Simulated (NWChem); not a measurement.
Species: C₃H₃ClF₂; SMILES FC1(F)C[C@H]1Cl

```xyz
9

F     -0.2252     1.9978     0.7176
C      0.0494     0.9074    -0.0345
F      1.3502     0.8871    -0.3780
C     -0.9708     0.4035    -0.9994
C     -0.6532    -0.3737     0.2891
Cl     0.2068    -1.9088     0.2079
H     -1.9484     0.9067    -1.0607
H     -0.5842    -0.0241    -1.9374
H     -1.4019    -0.3416     1.0968
```
Atoms are numbered in this order, from 1.

Level: PBE-D3(BJ)/def2-SVP (NWChem), optimised geometry, unscaled harmonic frequencies. 

Q: List the harmonic frequencies with IR intensities, and the thermochemistry.

A: 
| frequency (cm⁻¹) | IR intensity (km/mol) |
|---|---|
| 159 | 1.0 |
| 199 | 1.6 |
| 343 | 1.7 |
| 398 | 1.1 |
| 472 | 8.0 |
| 575 | 3.6 |
| 680 | 16.0 |
| 735 | 12.2 |
| 845 | 5.5 |
| 928 | 47.8 |
| 983 | 17.6 |
| 1006 | 41.6 |
| 1012 | 30.0 |
| 1064 | 10.9 |
| 1187 | 87.9 |
| 1283 | 96.9 |
| 1322 | 21.8 |
| 1447 | 159.0 |
| 3071 | 0.6 |
| 3114 | 2.7 |
| 3179 | 1.1 |

| Quantity | Value |
|---|---|
| zero-point energy | 34.3 kcal/mol |
| thermal correction to the enthalpy at 298.15 K (with zero-point energy) | 38.4 kcal/mol |
| heat capacity Cv | 19.9 cal/(mol K) |
| entropy at 298.15 K and 1 atm (symmetry number 1) | 76.8 cal/(mol K) |
| dipole moment | 1.87 D |

Rigid rotor and harmonic oscillator.
